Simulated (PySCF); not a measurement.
**A survey of ¹⁵N NMR shifts**

Level of theory: structure optimised with GFN2-xTB, NMR shieldings at PBE0/pcSseg-1/GIAO, in PySCF 2.14 (a single conformation, fast rotation and ring inversion assumed for equivalent nuclei, gas phase, non-relativistic Hamiltonian).

Shieldings were converted by a linear fit to measured shifts: ¹⁵N: δ = -148.07 − 0.921σ (rms 6.3 ppm, 71 shifts vs CH3NO2, solution or neat liquid). A few per cent of atoms miss by over 2 rms, more outside the fitted compound classes.

Problem. Give the ¹⁵N shifts of `C=Cc1cnnc(Cl)n1`, `C=NC[SiH2][Si@@H](O)NC(C)=O`, `C=CCn1nc(F)cc1[SiH3]`, `C#Cc1cnoc1`, `C#CC#CC(N)=O`.

Solution. 
```csv
compound,environment,δ (ppm)
[CH2:1]=[CH:2][c:3]1[cH:4][n:5][n:6][c:7]([Cl:8])[n:9]1,N5: pyridine-type ring nitrogen,72.8
[CH2:1]=[CH:2][c:3]1[cH:4][n:5][n:6][c:7]([Cl:8])[n:9]1,N6: pyridine-type ring nitrogen,6.0
[CH2:1]=[CH:2][c:3]1[cH:4][n:5][n:6][c:7]([Cl:8])[n:9]1,N9: pyridine-type ring nitrogen,-110.9
[CH2:1]=[N:2][CH2:3][SiH2:4][Si@@H:5]([OH:6])[NH:7][C:8]([CH3:9])=[O:10],N2: imine nitrogen,-31.5
[CH2:1]=[N:2][CH2:3][SiH2:4][Si@@H:5]([OH:6])[NH:7][C:8]([CH3:9])=[O:10],N7: amide-type nitrogen,-260.4
[CH2:1]=[CH:2][CH2:3][n:4]1[n:5][c:6]([F:7])[cH:8][c:9]1[SiH3:10],N5: pyridine-type nitrogen of an azole,-90.6
[CH2:1]=[CH:2][CH2:3][n:4]1[n:5][c:6]([F:7])[cH:8][c:9]1[SiH3:10],N4: pyrrole-type ring nitrogen,-185.9
C#Cc1cnoc1,pyridine-type nitrogen of an azole,-4.8
C#CC#CC(N)=O,amide-type nitrogen,-280.8
```
